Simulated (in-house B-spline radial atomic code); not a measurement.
Pr10+: [Kr] 4d10 5s2 5p1

Level of theory: Dirac-Kohn-Sham BLYP, spherical fractional occupations, Fermi nucleus of rms radius 4.8919 fm; calculated with a B-spline radial code for spherical atoms.

Screening seen three ways: the hydrogenic charge with the same mean radius, Z_r = [3n² - l(l+1)]/(2<r>), the one with the same energy, Z_e = n√(-2ε), and Slater's rules. Values are occupation-weighted means over j. An effective charge above Z reflects the relativistic contraction of the inner shells.

```csv
shell,electrons,ε (eV),<r> (bohr),Z_r,Z_e,Slater
1s,2,-41950,0.02409,62.26,55.53,58.70
2s,2,-6889.3,0.1026,58.49,45.00,54.85
2p,6,-6199.5,0.09025,55.40,42.69,54.85
3s,2,-1621.6,0.272,49.64,32.75,47.75
3p,6,-1401.2,0.2699,46.32,30.44,47.75
3d,10,-1083.2,0.2475,42.43,26.77,37.85
4s,2,-453.78,0.615,39.03,23.10,31.25
4p,6,-380.31,0.6471,35.54,21.15,31.25
4d,10,-272.9,0.6994,30.03,17.91,19.85
5s,2,-175.32,1.294,28.98,17.95,15.00
5p,1,-151.68,1.401,26.05,16.69,15.00
```

The least bound orbital is 5p3/2 at -150 eV, and it is also the most diffuse (<r> = 1.416 bohr).

Spin-orbit splittings of the orbital energies (j = l + 1/2 above j = l - 1/2 when positive): 2p 482.4 eV, 3p 95.58 eV, 3d 20.59 eV, 4p 21.43 eV, 4d 3.914 eV, 5p 5.108 eV.

For the 1s electron the small component carries 4.78 % of the norm, the zero-frequency Breit interaction raises the level by 115.8 eV, self-energy by 67.96 eV, and vacuum polarisation lowers it by 10.28 eV.
